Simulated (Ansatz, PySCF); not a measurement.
Al(H) cation (AlH), SMILES [AlH] (connectivity only; charge and spin as stated), charge +1, multiplicity 2. Atoms are numbered in the order given.

```xyz
2

Al     0.0000     0.0000    -0.1404
H      0.0000     0.0000     1.4830
```
Charge +1, spin multiplicity 2.

Coordinates come from a B3LYP-D3(BJ)/def2-TZVPD optimisation. The multiplicity is an assumed one; other spin states were not compared.

Two levels are set side by side: PBE-D3(BJ)/def2-TZVPD (Ansatz, an electronic-structure program) and B3LYP-D3(BJ)/def2-TZVPD (Ansatz). Each level has its own optimised geometry; the coordinates shown are those of the second. Frequencies come from the Hessian of PySCF at each geometry. Differences are taken from unrounded values.

```tsv
quantity	B3LYP-D3(BJ)	PBE-D3(BJ)	PBE-D3(BJ) minus B3LYP-D3(BJ)
bond Al1–H2 (Å)	1.623	1.638	0.015
highest harmonic wavenumber (cm⁻¹)	1612	1581	-32
mean harmonic wavenumber (cm⁻¹)	1612	1581	-32
zero-point energy (kcal/mol)	2.30	2.26	-0.05
```

On these quantities the two levels nearly agree.
